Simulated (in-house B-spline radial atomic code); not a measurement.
# LDA VWN5 excitations of Au+

Method: LDA VWN5. Computed with an all-electron radial atomic-structure program (B-spline basis): linear response of the closed shell [Xe] 4f14 5d10 with the functional's adiabatic kernel; scalar-relativistic (spin-free one-electron X2C), finite nucleus, no spin-orbit coupling, no double excitations, S, P, D and F terms only; shells from n = 3 respond. Only terms of natural parity with L up to 3 were computed.

Spin-orbit coupling is strong here, so these LS terms don't match observed levels.

Command:
```bash
python run_td.py task.json out
```
Settings (radii: box in bohr, nucleus in fm):
```
Z                        79
electrons                78
configuration            [Xe] 4f14 5d10
hamiltonian              x2c
method                   lda,vwn
box_radius               41.61
rms_radius               5.4371
intervals                74
```

Cost of the run: 12 s on 1 thread of Arm Neoverse N1 (shared host).

The lowest states, in the order of their Tamm-Dancoff energies; the method's threshold (minus the highest occupied level) is 15.605 eV. Labels give the largest channel, * marks a mixed state, and oscillator strengths are full-response dipole values. Semilocal kernels can invert the small singlet-triplet splittings of Rydberg terms. Energies in eV:

```
     state  full response  Tamm-Dancoff  oscillator strength
5d → 6s 3D              ?             ?                    -
5d → 6s 1D          2.509         2.607                    -
5d → 6p 3P          8.278         8.304                    -
5d → 6p 3F          8.439         8.450                    -
5d → 6p 1F          8.663         8.667                    -
5d → 6p 1P          9.379         9.506                0.699
5d → 7s 3D              ?             ?                    -
5d → 7s 1D         12.477        12.483                    -
5d → 6d 3S         13.519        13.524                    -
5d → 7p 3P         13.608        13.611                    -
```

Where does 5d → 6s 3D lie?

At 1.659 eV in full response, 1.707 eV in Tamm-Dancoff.

Where does 5d → 7s 3D lie?

At 12.427 eV in full response, 12.428 eV in Tamm-Dancoff.

How large is the singlet-triplet splitting of 5d → 6s (D terms) in Tamm-Dancoff?

0.901 eV, from the unrounded values.

What polarisabilities and dispersion coefficient does the method give?

Dipole 14.32 bohr³, quadrupole 141 bohr⁵, C6 107.4 hartree·bohr⁶ for two such species.
